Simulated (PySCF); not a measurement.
## Working out the ionisation energy of Ag²⁺

Ag²⁺ [Kr] 4d9 (2D) → Ag³⁺ [Kr] 4d8 (3F). Computed with PySCF 2.14 in x2c-TZVPall (8s6p6d1f, 63 functions), with scalar relativity by spin-free X2C-1e. Frozen: [Kr]. Energies in hartree (1 hartree = 27.21139 eV):

| part | Ag²⁺ (lower) | Ag³⁺ (upper) |
| --- | --- | --- |
| UHF | -5311.852176 | -5310.640929 |
| MP2 opposite-spin | -0.135553 | -0.099955 |
| MP2 same-spin | -0.079458 | -0.063002 |

**Question.** What does Hartree-Fock give?

**Answer.** (-5310.640929) − (-5311.852176) = 1.211247 hartree = 32.960 eV.

**Question.** What do MP2 and SCS-MP2 (6/5 opposite-spin, 1/3 same-spin) give?

**Answer.** The opposite-spin parts differ by 0.969 eV and the same-spin parts by 0.448 eV. MP2: 32.960 + (0.969) + (0.448) = 34.377 eV. SCS-MP2: 32.960 + 1.2 × (0.969) + (0.448)/3 = 34.272 eV.

Reference: 34.8 ± 0.3 eV (semi-empirical (NIST evaluation); NIST Atomic Spectra Database, ionization energies), between the lowest levels; spin-orbit coupling is absent from the calculation.

What remains against the reference includes basis incompleteness, the frozen core and correlation beyond second order.
